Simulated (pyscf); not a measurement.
**F–Nb(Cl)(Cl)(Cl)–Cl (SMILES [F][Nb]([Cl])([Cl])([Cl])[Cl]), singlet**

Gas-phase minimum from PySCF at ωB97X-D3(BJ)/def2-SVP, one conformer. 

```xyz
6

F      0.8893     0.4775    -1.4637
Nb     0.7779    -0.2629     0.2408
Cl     0.6486    -1.1839     2.3497
Cl    -1.4638    -0.3989    -0.0034
Cl     2.0940    -1.9617    -0.4587
Cl     1.7030     1.6209     1.0778
```
Charge 0, spin multiplicity 1.

Bonds (Å): F1–Nb2 1.862, Nb2–Cl3 2.305, Nb2–Cl4 2.259, Nb2–Cl5 2.260, Nb2–Cl6 2.259. Angles (°): F1–Nb2–Cl3 179.8, F1–Nb2–Cl4 89.1, F1–Nb2–Cl5 88.9, F1–Nb2–Cl6 89.0, Cl3–Nb2–Cl4 91.1, Cl3–Nb2–Cl5 90.9, Cl3–Nb2–Cl6 91.0, Cl4–Nb2–Cl5 119.9, Cl4–Nb2–Cl6 119.8, Cl5–Nb2–Cl6 120.2.

Properties at ωB97X-D3(BJ)/def2-SVP:

```json
{
 "harmonic_wavenumbers_unscaled": "61, 63, 155, 155, 178, 217, 218, 370, 421, 456, 456, 698 cm⁻¹",
 "zero_point_energy": "4.9 kcal/mol",
 "rotational_symmetry_number": "3",
 "Entropy of this conformer at 298 K and 1 atm, rigid rotor and harmonic oscillator, modes under 100 cm⁻¹ raised to 100": "388.5 J/(mol K)",
 "dipole_moment": "0.02 D"
}
```

Single-point totals, which compare only within one level:

| level | total energy (hartree) |
|---|---|
| ωB97X-D3(BJ)/def2-TZVP | -1998.06964 |
| PBE/def2-TZVP | -1997.21705 |
| r²SCAN/def2-TZVP | -1997.91023 |
| B3LYP-D3(BJ)/def2-TZVP | -1998.11578 |
| PBE0-D3(BJ)/def2-TZVP | -1997.31643 |
| M06-2X/def2-TZVP | -1997.80403 |
| ωB97M-D3(BJ)/def2-TZVP | -1998.18014 |

Elements past Kr carry the def2 core potentials, without spin-orbit coupling.
